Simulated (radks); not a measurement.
Q: The mean radii <r> (bohr) of the occupied orbitals of an atom or ion are listed with their occupations. Method: scalar-relativistic Kohn-Sham, SCAN, spin-unpolarised, spherical densities, finite nucleus; meta-GGA in the generalised Kohn-Sham scheme; Fermi nuclear charge, rms radius of each element as measured or else 0.836 A^(1/3) + 0.57 fm; computed with a radial shooting solver on a logarithmic mesh with Libxc functionals.

| orbital | occ. | <r> |
|---|---|---|
| 1s | 2 | 0.03707 |
| 2s | 2 | 0.1625 |
| 2p | 6 | 0.1417 |
| 3s | 2 | 0.4573 |
| 3p | 6 | 0.4614 |
| 3d | 10 | 0.4525 |
| 4s | 2 | 1.216 |
| 4p | 6 | 1.369 |
| 5s | 2 | 3.744 |
| 4d | 2 | 2.304 |

Name the element and its charge.

A: Z = 40, zirconium, charge 0: Zr in [Kr] 4d2 5s2. The 1s radius gives Z: for a bare nucleus <r> = (2 gamma + 1)/(2Z) with gamma = sqrt(1 - (Z/c)^2), 0.03641 bohr for Z = 40, and screening makes it slightly larger (0.03707 here). The occupations add up to 40, and the charge is Z minus that.
